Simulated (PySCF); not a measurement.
PySCF input:

```python
from pyscf import gto, scf, dft

mol = gto.M(
    atom='''
    Ga   -0.15008492    0.17876086    0.45425558
    Cl   -1.74237149   -1.19638979   -0.45388366
    Cl    0.22404818    1.89284813   -1.01987532
    Cl    1.79200758   -1.02243402    0.64541056
    ''',
    basis='def2-tzvpd',
    charge=-1,
    spin=1,
    verbose=4,
)

mf = dft.UKS(mol, xc='tpssh').density_fit(auxbasis='def2-universal-jkfit')
mf.grids.level = 3
mf.conv_tol = 1e-9
mf.max_cycle = 100
mf.max_memory = 1500
mf.kernel()
if not mf.converged:
    mf = mf.newton()
    mf.kernel(mf.make_rdm1())
for _ in range(2):
    mo, _, stable, _ = mf.stability(return_status=True)
    if stable:
        break
    mf.kernel(mf.make_rdm1(mo, mf.mo_occ))
mf.analyze()
```

### Question
Which total energy does the run end on?

### Answer
-3305.75834 Eh (TPSSh/def2-TZVPD).
